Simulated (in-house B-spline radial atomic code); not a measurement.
Sb VIII (Sb7+): [Kr] 4d7 5f1 (an excited or competing configuration)

Level of theory: Dirac-Hartree-Fock, average of configuration, Fermi nucleus of rms radius 4.6802 fm; calculated with an all-electron radial atomic-structure program (B-spline basis).

Screening seen three ways: the hydrogenic charge with the same mean radius, Z_r = [3n² - l(l+1)]/(2<r>), the one with the same energy, Z_e = n√(-2ε), and Slater's rules. Values are occupation-weighted means over j. An effective charge above Z reflects the relativistic contraction of the inner shells.

```tsv
shell	electrons	ε (eV)	<r> (bohr)	Z_r	Z_e	Slater
1s	2	-30792	0.02842	52.79	47.57	50.70
2s	2	-4884.3	0.122	49.17	37.89	46.85
2p	6	-4395.7	0.107	46.74	35.95	46.85
3s	2	-1095.1	0.3282	41.13	26.92	39.75
3p	6	-931.25	0.3266	38.28	24.82	39.75
3d	10	-679.13	0.3042	34.51	21.20	29.85
4s	2	-289.3	0.7778	30.86	18.44	23.25
4p	6	-234.62	0.8265	27.83	16.61	23.25
4d	7	-154.64	0.9322	22.53	13.49	12.90
5f	1	-42.536	3.032	10.39	8.84	8.00
```

The least bound orbital is 5f7/2 at -42.52 eV, and it is also the most diffuse (<r> = 3.033 bohr).

Spin-orbit splittings of the orbital energies (j = l + 1/2 above j = l - 1/2 when positive): 2p 252.9 eV, 3p 48.11 eV, 3d 9.854 eV, 4p 9.503 eV, 4d 1.521 eV, 5f 0.0333 eV.

For the 1s electron the small component carries 3.52 % of the norm, the zero-frequency Breit interaction raises the level by 72.23 eV, self-energy by 41.04 eV, and vacuum polarisation lowers it by 5.489 eV.
